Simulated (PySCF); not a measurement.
These compounds are isomers of formula C$_{8}$H$_{14}$.

A. SMILES C1CC[C@H]2CC[C@H]2C1
B. (Z)-5,5-dimethyl-1,3-hexadiene (C=C/C=C/C(C)(C)C)
C. `InChI=1S/C8H14/c1-3-7-5-2-6-8(7)4-1/h7-8H,1-6H2/t7-,8+`

Spectrum 1. 1H NMR (500 MHz, computed): δ 6.57 (m, 1H), 6.18 (m, 1H), 6.01 (d, 1H), 5.42 (m, 1H), 5.29 (m, 1H), 1.09 (s, 9H). 13C{1H} NMR (computed): δ 155.7 (CH), 146.6 (CH), 133.6 (CH), 121.8 (CH2), 36.1 (C), 30.9 (CH3).

Spectrum 2. 1H NMR (500 MHz, computed): δ 2.26 (m, 2H), 1.96 (m, 2H), 1.71 (m, 2H), 1.62 (m, 2H), 1.46 (m, 2H), 1.33 (m, 2H), 1.28 (m, 2H). 13C{1H} NMR (computed): δ 33.5 (CH), 32.7 (CH2), 26.2 (CH2), 25.1 (CH2).

Spectrum 3. 1H NMR (500 MHz, computed): δ 2.41 (m, 2H), 1.80 (m, 4H), 1.56 (m, 2H), 1.40 (m, 2H), 1.19 (m, 4H). 13C{1H} NMR (computed): δ 46.1 (CH), 37.7 (CH2), 28.6 (CH2).

- PBE0/pcSseg-1 with gauge-including orbitals
- structure optimised with GFN2-xTB
- run in PySCF 2.14.0 with density-fitted response routines
- rapidly exchanging positions averaged, one computed conformer, no relativistic terms, no solvent model

Referencing at the same level of theory: 1H (31.72 ppm), 13C (186.93 ppm) against TMS. Where no couplings were computed, multiplicities follow the n + 1 count of equivalent neighbours, and m marks all less simple cases (inequivalent or close neighbours, rings, F or P nearby). Shifts are as computed. Against solution values, carbons near 30 ppm lie about +3 ppm off and those near 130 ppm about +5 ppm. Of 1211 compounds with measured shifts, 218 miss one by over three times the rms of a fit or turn the order of signals round; such compounds aren't used in these exercises.

**Question.** Match each spectrum to its structure.

**Answer.** 1–B, 2–A, 3–C.

- Spectrum 1 (B): 6 13C signals; δC 155.7 is an alkene CH; δC 146.6 is an alkene CH.
- Spectrum 2 (A): 4 13C signals; δC 33.5 is an sp3 CH in a ring; δC 32.7 is an sp3 CH2 in a ring.
- Spectrum 3 (C): 3 13C signals; δC 46.1 is an sp3 CH in a ring; δC 37.7 is an sp3 CH2 in a ring.
